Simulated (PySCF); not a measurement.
C₅H₄F₃O₂ (doublet state).
Numbering: `[CH2:1][C:2](=[O:3])[O:4]/[C:5]([F:6])=[CH:7]\[CH:8]([F:9])[F:10]` (hydrogens: H11, H12 on C1; H13 on C7; H14 on C8)

Structure used (GFN2-xTB), in Å, numbered top down from 1:
```xyz
14
C5H4F3O2 angstrom
C      2.498    0.818    0.395
C      1.328    0.309   -0.203
O      0.719    0.760   -1.152
O      0.926   -0.873    0.419
C     -0.242   -1.442    0.107
F     -0.112   -2.772    0.060
C     -1.436   -0.893   -0.105
C     -1.727    0.568    0.009
F     -1.114    1.118    1.092
F     -3.052    0.768    0.184
H      2.945    0.310    1.228
H      2.944    1.707   -0.009
H     -2.276   -1.528   -0.332
H     -1.401    1.148   -0.874
```

The hyperfine couplings belong to this conformer and change with its torsions.

Level of theory: PySCF, UKS B3LYP, pcH-1 on C F H O, non-relativistic, mean-field spin-orbit, GIAO. Isolated species at its GFN2-xTB geometry (one conformer only). The geometry wasn't refined by DFT: couplings that depend on bond lengths, twists or pyramidal angles can differ widely from those at the functional's own minimum. No stability test was run, so a lower SCF solution isn't excluded.

(1) The isotropic 13C couplings are +70.8, -47.5, +4.7, -3.7, +2.0 MHz. Assign them to C1; C2; C5; C7; C8.

(2) Match the computed a_iso(17O) values -15.0, +2.9 MHz with the sites O3; O4.

(3) The isotropic 19F couplings, averaged over equivalent nuclei, are +3.4, +1.0 MHz. Assign them to F6; F9/F10.

Answers

(1) 
```csv
site,a_iso (MHz),ρ(0) (bohr⁻³),position,distance from C1 (Å),spin population,largest |T| (MHz)
C1,+70.8,+0.0629,largest spin population,0.00,+0.91,139.7
C2,-47.5,-0.0422,1 bond from C1,1.41,-0.09,10.6
C5,-3.7,-0.0033,3 bonds from C1,3.56,-0.01,2.4
C7,+2.0,+0.0018,4 bonds from C1,4.32,+0.03,4.2
C8,+4.7,+0.0042,5 bonds from C1,4.25,0.00,0.7
```

(2) 
```csv
site,a_iso (MHz),ρ(0) (bohr⁻³),position,distance from C1 (Å),spin population,largest |T| (MHz)
O3,-15.0,+0.0248,2 bonds from C1,2.36,+0.22,68.9
O4,+2.9,-0.0048,2 bonds from C1,2.31,+0.02,8.1
```

(3) 
```json
{"site": "F6", "a_iso (MHz)": "+1.0", "ρ(0) (bohr⁻³)": "+0.0002", "position": "4 bonds from C1", "distance from C1 (Å)": "4.45", "bound to": "C5", "spin population there": "-0.01", "largest |T| (MHz)": "8.2"}
{"site": "F9/F10", "a_iso (MHz)": "+3.4", "ρ(0) (bohr⁻³)": "+0.0008", "position": "6 bonds from C1", "distance from C1 (Å)": "4.62", "bound to": "C8", "spin population there": "0.00", "largest |T| (MHz)": "3.9"}
```

ρ(0) is the spin density at the nucleus and T the dipolar tensor; entries for several nuclei are means. The largest Mulliken spin populations are on C1 (+0.91), O3 (+0.22) and C2 (-0.09). The angles at C1 add up to 360.0°, so it is planar; its axial dipolar tensor and the negative couplings of its protons fit spin in a p orbital normal to that plane.

Class means assume fast exchange of nuclei equivalent by connectivity; if that motion is slow, each nucleus keeps its own coupling. H11 and H12 aren't averaged: C1 is flat or nearly so (angle sum 360°), and its turn about the short C1–C2 bond (1.41 Å) is taken as slow.
